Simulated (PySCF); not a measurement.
Nb(S)(F)(NH2)2 (FH4N2NbS), SMILES [S]=[Nb]([F])([NH2])[NH2], multiplicity 1.

Geometry: B3LYP-D3(BJ)/def2-SVP. The multiplicity is an assumed one; other spin states were not compared. The def2 effective core potentials stand for the cores of Nb; spin–orbit coupling is left out. The values are those of a single conformer.

Two levels are set side by side: PBE/def2-TZVP (PySCF) and CAM-B3LYP/def2-TZVP (PySCF). Same geometry, gas phase. Differences are taken from unrounded values.

```csv
quantity,CAM-B3LYP
orbital gap (eV),8.08
highest occupied level (eV),-8.86
lowest empty level (eV),-0.78
dipole moment (D),4.30
mean polarisability (bohr³),75.9
```

Question: What does PBE give, and how far is it from CAM-B3LYP? (The exact figures need the calculation; the answer reports its results.)

Answer: 
```
quantity                       PBE  PBE minus CAM-B3LYP
---------------------------  -----  -------------------
orbital gap (eV)              3.78                -4.29
highest occupied level (eV)  -6.39                 2.47
lowest empty level (eV)      -2.61                -1.83
dipole moment (D)             4.18                -0.12
mean polarisability (bohr³)   79.2                  3.3
```

PBE's occupied levels lie high since its potential decays too fast outside the molecule; exact exchange lowers them and widens the gap. PBE's more diffuse valence density responds more strongly to a field. Differences between two approximate levels are no errors against the true value.

Rough cost on one machine, each run with all the roots and properties that it gave: CAM-B3LYP against PBE within a factor of 2.
